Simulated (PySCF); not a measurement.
# The second ionisation energy along the second row

All values are computed (PySCF 2.14, energy differences of UHF-based or UKS calculations, no spin-orbit coupling). Values in eV. The last column holds reference values (NIST; (s) semi-empirical, (t) theoretical, else measured). Unmarked ones compare directly (S terms, centres of terms, or small fine structure); those marked * lie between the lowest fine-structure levels and include a spin-orbit shift.

```
                           element               configurations     UHF  MP2 (valence)  SCS-MP2 (valence)     LDA    PBE0  r2SCAN     reference
Be (aug-cc-pV5Z, non-relativistic)               [He] 2s1 → 1s2  18.127            n/a                n/a  18.253  18.455  18.186        18.211
 B (aug-cc-pV5Z, non-relativistic)          [He] 2s2 → [He] 2s1  23.443         24.496             24.707  24.553  24.561  24.263        25.155
 C (aug-cc-pV5Z, non-relativistic)      [He] 2s2 2p1 → [He] 2s2  24.174         24.438             24.399  24.777  24.839  25.009        24.378
 N (aug-cc-pV5Z, non-relativistic)  [He] 2s2 2p2 → [He] 2s2 2p1  29.208         29.686             29.542  30.063  29.914  30.135  29.601 (s) *
 O (aug-cc-pV5Z, non-relativistic)  [He] 2s2 2p3 → [He] 2s2 2p2  34.576         35.271             35.001  35.591  35.313  35.477      35.121 *
 F (aug-cc-pV5Z, non-relativistic)  [He] 2s2 2p4 → [He] 2s2 2p3  33.395         34.818             34.966  35.285  35.260  35.121        34.950
Ne (aug-cc-pV5Z, non-relativistic)  [He] 2s2 2p5 → [He] 2s2 2p4  39.271         40.950             40.974  41.449  41.008  41.138      40.963 *
```

```tsv
method	elements	mean error (eV)	mean absolute error (eV)	largest error (eV)
UHF	4	-0.889	0.889	-1.712
MP2 (valence)	3	-0.244	0.283	-0.658
SCS-MP2 (valence)	3	-0.137	0.162	-0.448
LDA	4	0.044	0.344	-0.601
PBE0	4	0.105	0.402	-0.594
r2SCAN	4	-0.029	0.430	-0.892
```

Errors include the incompleteness of the basis and the frozen core.

"Valence" correlates the outer s and p shells and, in groups 3 to 12 and the f block, the outer d or f shell, open or full, or the next shell where the ion has no valence electron left; the wider scheme adds the next inner shell.
